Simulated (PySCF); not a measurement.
Si(H)(Me)3 (C3H10Si), SMILES C[SiH](C)C. Coordinates come from a B3LYP-D3(BJ)/def2-SVP optimisation. The isomer is the one that the SMILES or the coordinates give; other isomers of the formula were not compared.

All values below come from B3LYP-D3(BJ)/def2-SVP (PySCF).

Harmonic wavenumbers (cm⁻¹): 152, 168, 169, 202, 202, 238, 614, 616, 616, 677, 704, 704, 847, 847, 869, 915, 915, 1268, 1268, 1276, 1428, 1432, 1432, 1442, 1442, 1448, 2184, 3024, 3024, 3025, 3111, 3111, 3113, 3117, 3117, 3117. Rotational constants (GHz): 5.246, 5.246, 3.105; symmetry number 3.

Task: Work out the zero-point energy and the ideal-gas rigid-rotor harmonic-oscillator thermochemistry at 298.15 K and 1 atm.

Result: ZPE = ½ Σ hcν = ½ × 51835 cm⁻¹ = 310.04 kJ/mol. H − E(el) = 332.17 kJ/mol. Entropy in J/(mol K): translation 162.46, rotation 98.54, vibration 70.14, total 331.14. G − E(el) = 233.45 kJ/mol. Cp = 118.39 J/(mol K).
